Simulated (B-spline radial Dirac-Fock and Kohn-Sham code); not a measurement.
Dipole and non-dipole photoemission parameters of Er 6s

System: the free erbium atom, [Xe] 4f12 6s2; threshold 5.27 eV (orbital energy of the model). Calculated with a radial B-spline solver, using Dirac-Hartree-Slater photoionisation with a Latter tail; cross sections with all multipoles, angular parameters from the dipole term and its interference with E2.

The run's input, task.json:

```json
{"items": [{
  "Z": 68,
  "q": 0,
  "cfg": [[1, 0, 2], [2, 0, 2], [2, 1, 6], [3, 0, 2], [3, 1, 6], [3, 2, 10], [4, 0, 2], [4, 1, 6], [4, 2, 10], [4, 3, 12], [5, 0, 2], [5, 1, 6], [6, 0, 2]],
  "A": 166,
  "rrms": 5.2516,
  "do": "xps",
  "hv": [54.1, 64.1, 71.0, 77.5, 80, 81.2, 89.2, 99.1, 100, 108.0, 150, 254.0, 306.0, 459.0, 525.0, 738.0, 936.0, 1000, 1020.0, 1486.9, 1910.0, 2984.4, 5414.7, 5850.0, 6000, 6110.0, 8460.0, 10800.0, 12100.0, 13100.0],
  "edges": {"K": 57486.0, "L1": 9751.0, "L2": 9264.0, "L3": 8358.0, "M1": 2206.0, "M2": 2006.0, "M3": 1812.0, "M4": 1453.0, "M5": 1409.0, "N1": 449.8, "N2": 366.2, "N3": 320.2, "N4": 167.6, "N5": 167.6}
}]}
```

Run with: `python xray2_run.py task.json out`

| hν (eV) | σ (kb) | β | γ |
| --- | --- | --- | --- |
| 54.1 | 19.7 | 1.497 | -0.073 |
| 64.1 | 17.9 | 1.602 | -0.020 |
| 71 | 16.6 | 1.649 | 0.010 |
| 77.5 | 15.4 | 1.682 | 0.036 |
| 80 | 14.9 | 1.693 | 0.045 |
| 81.2 | 14.7 | 1.698 | 0.049 |
| 89.2 | 13.5 | 1.725 | 0.074 |
| 99.1 | 12.2 | 1.751 | 0.101 |
| 100 | 12.1 | 1.753 | 0.103 |
| 108 | 11.1 | 1.769 | 0.122 |
| 150 | 7.77 | 1.825 | 0.197 |
| 254 | 4.05 | 1.879 | 0.303 |
| 306 | 3.16 | 1.892 | 0.332 |
| 459 | 1.78 | 1.914 | 0.375 |
| 525 | 1.46 | 1.920 | 0.381 |
| 738 | 0.878 | 1.932 | 0.376 |
| 936 | 0.611 | 1.939 | 0.354 |
| 1000 | 0.551 | 1.941 | 0.345 |
| 1020 | 0.534 | 1.942 | 0.342 |
| 1486.9 | 0.292 | 1.950 | 0.260 |
| 1910 | 0.192 | 1.955 | 0.184 |
| 2984.4 | 0.0881 | 1.961 | 0.024 |
| 5414.7 | 0.0293 | 1.967 | -0.135 |
| 5850 | 0.0253 | 1.967 | -0.141 |
| 6000 | 0.0241 | 1.967 | -0.142 |
| 6110 | 0.0233 | 1.968 | -0.143 |
| 8460 | 0.0123 | 1.969 | -0.095 |
| 10800 | ? | ? | ? |
| 12100 | 0.00597 | 1.970 | 0.097 |
| 13100 | 0.00507 | 1.970 | 0.163 |

Q: Give the values at 10800 eV.

A: σ = 0.00753 kb, β = 1.970, γ = 0.019. For an s subshell δ is negligible.
